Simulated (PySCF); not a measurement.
Isomers of C5H10SSi.

All values: CAM-B3LYP/def2-SVPD (PySCF) at GFN2-xTB geometries, gas phase, one conformer each. Core orbitals are frozen in the response; Δα² is half the sum of the squared differences of the principal polarisabilities.

(1) Rank by mean static polarisability, lowest first.
A. `[CH3:1][SiH2:2][S:3][C@:4]12[CH2:5][C@H:6]1[CH2:7]2` with C1–Si2–S3–C4 -65°, Si2–S3–C4–C5 -94°
B. `[SiH3:1][S:2][C@:3]12[CH2:4][C@H:5]([CH2:6]1)[CH2:7]2` with Si1–S2–C3–C4 180°
C. `[CH3:1]/[CH:2]=[CH:3]/[CH:4]=[CH:5]\[S:6][SiH3:7]` with C2–C3–C4–C5 180°, C4–C5–S6–Si7 180°
D. `[CH3:1][CH2:2][C:3]#[C:4][SiH2:5][S:6][CH3:7]` with C4–Si5–S6–C7 58°
E. `[CH3:1][C@@H:2]1[CH:3]=[C:4]([S:5][SiH3:6])[CH2:7]1` with C3–C4–S5–Si6 -3°

(2) Rank by HOMO–LUMO gap, highest first.
A. `[CH3:1][C@@H:2]1[CH:3]=[C:4]([S:5][SiH3:6])[CH2:7]1` with C3–C4–S5–Si6 -3°
B. `[CH3:1][CH2:2][C:3]#[C:4][SiH2:5][S:6][CH3:7]` with C4–Si5–S6–C7 58°
C. `[CH3:1][SiH2:2][S:3][C@:4]12[CH2:5][C@H:6]1[CH2:7]2` with C1–Si2–S3–C4 -65°, Si2–S3–C4–C5 -94°
D. `[CH3:1][Si@@H:2]1[CH2:3][CH:4]=[CH:5][S:6][CH2:7]1` with C1–Si2–C3–C4 -165°, Si2–C3–C4–C5 19°, C4–C5–S6–C7 13°, C5–S6–C7–Si2 -43°
E. `[CH3:1]/[CH:2]=[CH:3]/[CH:4]=[CH:5]\[S:6][SiH3:7]` with C2–C3–C4–C5 180°, C4–C5–S6–Si7 180°
F. `[SiH3:1][S:2][C@:3]12[CH2:4][C@H:5]([CH2:6]1)[CH2:7]2` with Si1–S2–C3–C4 180°

(3) Rank by polarisability anisotropy Δα, lowest first.
A. `[SiH3:1][S:2][C@:3]12[CH2:4][C@H:5]([CH2:6]1)[CH2:7]2` with Si1–S2–C3–C4 180°
B. `[CH3:1]/[CH:2]=[CH:3]\[CH:4]=[CH:5]/[S:6][SiH3:7]` with C2–C3–C4–C5 180°, C4–C5–S6–Si7 180°
C. `[CH3:1]/[CH:2]=[CH:3]/[CH:4]=[CH:5]/[S:6][SiH3:7]` with C2–C3–C4–C5 179°, C4–C5–S6–Si7 -6°
D. `[CH3:1]/[CH:2]=[CH:3]/[CH:4]=[CH:5]\[S:6][SiH3:7]` with C2–C3–C4–C5 180°, C4–C5–S6–Si7 180°
E. `[CH3:1][C@@H:2]1[CH:3]=[C:4]([S:5][SiH3:6])[CH2:7]1` with C3–C4–S5–Si6 -3°
F. `[CH3:1][Si@@H:2]1[CH2:3][CH:4]=[CH:5][S:6][CH2:7]1` with C1–Si2–C3–C4 -165°, Si2–C3–C4–C5 19°, C4–C5–S6–C7 13°, C5–S6–C7–Si2 -43°

Answers

(1) B (14.96 Å³), A (15.19 Å³), E (15.71 Å³), D (15.96 Å³), C (18.15 Å³).

(2) C (9.21 eV), F (9.02 eV), B (8.64 eV), A (8.39 eV), D (8.16 eV), E (7.36 eV).

(3) A (4.28 Å³), F (5.29 Å³), E (6.76 Å³), C (13.46 Å³), D (16.05 Å³), B (16.28 Å³).

All values together:

```json
{"SMILES": "C[Si@@H]1CC=CSC1", "μ (D)": "2.08", "HOMO (eV)": "-7.10", "LUMO (eV)": "1.05", "α (Å³)": "15.11", "Δα (Å³)": "5.29"}
{"SMILES": "C[SiH2]S[C@]12C[C@H]1C2", "μ (D)": "1.39", "HOMO (eV)": "-8.05", "LUMO (eV)": "1.16", "α (Å³)": "15.19", "Δα (Å³)": "3.89"}
{"SMILES": "C/C=C\\C=C/S[SiH3]", "μ (D)": "1.20", "HOMO (eV)": "-7.11", "LUMO (eV)": "0.22", "α (Å³)": "18.09", "Δα (Å³)": "16.28"}
{"SMILES": "[SiH3]SC12CC(C1)C2", "μ (D)": "1.75", "HOMO (eV)": "-8.04", "LUMO (eV)": "0.98", "α (Å³)": "14.96", "Δα (Å³)": "4.28"}
{"SMILES": "C/C=C/C=C/S[SiH3]", "μ (D)": "1.65", "HOMO (eV)": "-7.06", "LUMO (eV)": "0.35", "α (Å³)": "17.93", "Δα (Å³)": "13.46"}
{"SMILES": "CCC#C[SiH2]SC", "μ (D)": "2.73", "HOMO (eV)": "-7.98", "LUMO (eV)": "0.66", "α (Å³)": "15.96", "Δα (Å³)": "6.23"}
{"SMILES": "C[C@@H]1C=C(S[SiH3])C1", "μ (D)": "1.29", "HOMO (eV)": "-7.54", "LUMO (eV)": "0.84", "α (Å³)": "15.71", "Δα (Å³)": "6.76"}
{"SMILES": "C/C=C/C=C\\S[SiH3]", "μ (D)": "0.90", "HOMO (eV)": "-7.07", "LUMO (eV)": "0.28", "α (Å³)": "18.15", "Δα (Å³)": "16.05"}
```

Conformers: `[CH3:1][Si@@H:2]1[CH2:3][CH:4]=[CH:5][S:6][CH2:7]1` with C1–Si2–C3–C4 -165°, Si2–C3–C4–C5 19°, C4–C5–S6–C7 13°, C5–S6–C7–Si2 -43°; `[CH3:1][SiH2:2][S:3][C@:4]12[CH2:5][C@H:6]1[CH2:7]2` with C1–Si2–S3–C4 -65°, Si2–S3–C4–C5 -94°; `[CH3:1]/[CH:2]=[CH:3]\[CH:4]=[CH:5]/[S:6][SiH3:7]` with C2–C3–C4–C5 180°, C4–C5–S6–Si7 180°; `[SiH3:1][S:2][C@:3]12[CH2:4][C@H:5]([CH2:6]1)[CH2:7]2` with Si1–S2–C3–C4 180°; `[CH3:1]/[CH:2]=[CH:3]/[CH:4]=[CH:5]/[S:6][SiH3:7]` with C2–C3–C4–C5 179°, C4–C5–S6–Si7 -6°; `[CH3:1][CH2:2][C:3]#[C:4][SiH2:5][S:6][CH3:7]` with C4–Si5–S6–C7 58°; `[CH3:1][C@@H:2]1[CH:3]=[C:4]([S:5][SiH3:6])[CH2:7]1` with C3–C4–S5–Si6 -3°; `[CH3:1]/[CH:2]=[CH:3]/[CH:4]=[CH:5]\[S:6][SiH3:7]` with C2–C3–C4–C5 180°, C4–C5–S6–Si7 180°.
